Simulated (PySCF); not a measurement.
# Calculated NMR parameters of C#CCC#CC(C)=O

```yaml
Formula: C7H6O
SMILES: C#CCC#CC(C)=O
InChI: InChI=1S/C7H6O/c1-3-4-5-6-7(2)8/h1H,4H2,2H3
Point_group_of_the_computed_structure: C1
Degrees_of_unsaturation: 5
Carbon_signals: 7
Proton_signals: 3
```

Mapped SMILES: `[CH:1]#[C:2][CH2:3][C:4]#[C:5][C:6]([CH3:7])=[O:8]`; H(Xn) means a hydrogen on atom n.

PySCF 2.14 calculation with shieldings: GIAO KT2/pcSseg-1, PBE0-D3(BJ)/def2-SVP structure and couplings computed with B3LYP/pcJ-1 (without the spin–dipole term); one averaged value for each set of equivalent atoms, in vacuum, non-relativistic, single conformer.

Scale: TMS for ¹H, ¹³C; ¹⁷O against H2O (reference shieldings calculated alike).

| carbon | δC, type | δH (multiplicity, J in Hz) | HMBC from (abs. J ≥ 3 Hz) | span of the C tensor (ppm) |
| --- | --- | --- | --- | --- |
| C1 | 67.4, CH | 2.05 (t, 4.2) | H(C3) | 207 |
| C2 | 70.5, C | – | H(C3), H(C1) | 273 |
| C3 | 14.0, CH2 | 3.64 (d, 4.2) | H(C1) | 29 |
| C4 | 81.6, C | – | H(C3) | 190 |
| C5 | 79.5, C | – | H(C3) | 237 |
| C6 | 170.5, C | – | H(C7) | 171 |
| C7 | 34.2, CH3 | 2.23 (s) | – | 62 |

Other nuclei:
| atoms | nucleus | environment | δ (ppm) | σ (ppm) |
| --- | --- | --- | --- | --- |
| O8 | ¹⁷O | ketone oxygen | 640.0 | -309.4 |

Selected couplings (Hz, signed; the shortest-range and largest first, 30 at most; isotopes ¹³C, ¹H): ¹J(C1,H(C1)) 276.0, ¹J(C1,C2) 205.3, ¹J(C4,C5) 191.7, ¹J(C3,H(C3)) 140.3, ¹J(C7,H(C7)) 136.0, ¹J(C5,C6) 92.2, ¹J(C2,C3) 81.3, ¹J(C3,C4) 78.3, ¹J(C6,C7) 49.8, ²J(C5,C7) 23.5, ²J(C1,C3) 14.4, ²J(C4,C6) 13.3, ²J(C3,C5) 11.8, ²J(C2,C4) -7.9, ³J(C2,C5) 3.8, ³J(C1,C4) 3.5, ³J(C4,C7) 2.3, ³J(C3,C6) 1.5, ⁴J(H(C1),H(C3)) -4.2, ⁴J(C2,C6) -1.3.

Carbon types of the structure: 4 × C, 1 × CH, 1 × CH2, 1 × CH3, which accounts for all hydrogens. δC 170.5: carbonyl carbon of an ynone. δC 81.6, 79.5, 70.5: alkyne carbon; the triple bond shields along its axis, which puts it between sp3 and sp2 carbons. δC 67.4: terminal alkyne carbon; the triple bond shields along its axis, which puts it between sp3 and sp2 carbons. δC 34.2: methyl carbon α to a carbonyl; the adjacent C=O deshields it moderately. δH 2.05: hydrogen on a terminal alkyne carbon; it lies on the axis of the triple bond, in its shielding cone.

Splittings below 1 Hz are ignored in the labels, and close J values are merged. Shifts are as computed. Against solution values, carbons near 30 ppm lie about +2 ppm off and those near 130 ppm about -5 ppm. Of 1211 compounds with measured shifts, 218 miss one by over three times the rms of a fit or turn the order of signals round; such compounds aren't used in these exercises. Unscaled 17O shifts of doubly bonded oxygen tend to come out too high, by tens of ppm or more. Experimental scales use liquid or dissolved standards, which lie at an offset from isolated H2O (liquid H2O: subtract about 36 ppm).
